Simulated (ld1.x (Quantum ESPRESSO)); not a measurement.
## How hard is this Hf TM potential?

- Element: hafnium
- Generator: ld1.x (Quantum ESPRESSO) 7.5
- Type: norm-conserving Troullier–Martins (Kleinman–Bylander form)
- Functional: PBEsol
- Relativity: scalar-relativistic
- Frozen core: [Xe] 4f14
- Valence charge: 4
- Reference configuration: 5d2 6s1.75 6p0.25
- Partial waves: 6s (bound): rc 3.10 bohr; 6p (bound): rc 3.25 bohr; 5d (bound): rc 2.65 bohr
- Local potential: all-electron potential smoothed inside 3.05 bohr (lloc = -1)
- Core correction: none

The pseudo-atom Hamiltonian at the reference potential is diagonalised in spherical Bessel functions j_l(qr) that vanish at 20 bohr, with q² up to the cutoff. All-electron valence levels (Ry): 6s -0.3948, 6p -0.1146, 5d -0.2225.

Problem. How do the lowest levels (Ry) of each channel move with the cutoff, and are there ghosts?

Solution.

```json
{"cutoff (Ry)": "8", "s #1": "-0.3927", "p #1": "-0.1144", "d #1": "-0.0755", "f #1": "0.0938", "f #2": "0.2124", "Σ f·Δε (mRy)": "297.6"}
{"cutoff (Ry)": "10", "s #1": "-0.3936", "p #1": "-0.1145", "d #1": "-0.1222", "f #1": "0.0938", "f #2": "0.2124", "Σ f·Δε (mRy)": "202.7"}
{"cutoff (Ry)": "12", "s #1": "-0.3944", "p #1": "-0.1145", "d #1": "-0.1646", "f #1": "0.0938", "f #2": "0.2124", "Σ f·Δε (mRy)": "116.5"}
{"cutoff (Ry)": "15", "s #1": "-0.3947", "p #1": "-0.1146", "d #1": "-0.1946", "f #1": "0.0938", "f #2": "0.2124", "Σ f·Δε (mRy)": "56.1"}
{"cutoff (Ry)": "21", "s #1": "-0.3947", "p #1": "-0.1146", "d #1": "-0.2207", "f #1": "0.0938", "f #2": "0.2124", "Σ f·Δε (mRy)": "3.7"}
{"cutoff (Ry)": "25", "s #1": "-0.3948", "p #1": "-0.1146", "d #1": "-0.2221", "f #1": "0.0938", "f #2": "0.2124", "Σ f·Δε (mRy)": "0.8"}
{"cutoff (Ry)": "30", "s #1": "-0.3948", "p #1": "-0.1146", "d #1": "-0.2224", "f #1": "0.0938", "f #2": "0.2124", "Σ f·Δε (mRy)": "0.1"}
{"cutoff (Ry)": "35", "s #1": "-0.3948", "p #1": "-0.1146", "d #1": "-0.2224", "f #1": "0.0938", "f #2": "0.2124", "Σ f·Δε (mRy)": "0.1"}
{"cutoff (Ry)": "400", "s #1": "-0.3948", "p #1": "-0.1146", "d #1": "-0.2225", "f #1": "0.0938", "f #2": "0.2124", "Σ f·Δε (mRy)": "0.0"}
```

Result: no extra level below or beside the all-electron valence levels (s, p, d, f tested); 10 mRy is reached at 21 Ry and 1 mRy at 25 Ry.
